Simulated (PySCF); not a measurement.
Computed with B3LYP-D3(BJ)/def2-TZVP // BP86-D3(BJ)/def2-SVP (PySCF 2.14.0). Isolated molecules, 0 K electronic values unless said otherwise. One relaxed conformer stands for a flexible species; it need not be the lowest. B3LYP has the VWN-RPA correlation part, as in Gaussian. 

Reference species: [Ti(F)(OH)3] (neutral, multiplicity 1).

```
Quantity                                                       Result
------------------------------------------------------------  -------
charge on the central atom (Mulliken)                          1.54 e
mean distance from the central atom to its bonded neighbours  1.790 Å
HOMO–LUMO gap                                                 7.41 eV
```

Changed species: [Ti(F)4] (0 of 4 F replaced by OH; the reference has 3 of 4 F replaced by OH).

Question: Give the shifts of the charge on the central atom (Mulliken), mean distance from the central atom to its bonded neighbours and HOMO–LUMO gap.

Answer: the charge on the central atom (Mulliken) goes up by 0.13 e, to 1.67 e; the mean distance from the central atom to its bonded neighbours drops by 0.046 Å, to 1.744 Å; the HOMO–LUMO gap rises by 1.27 eV, to 8.68 eV.
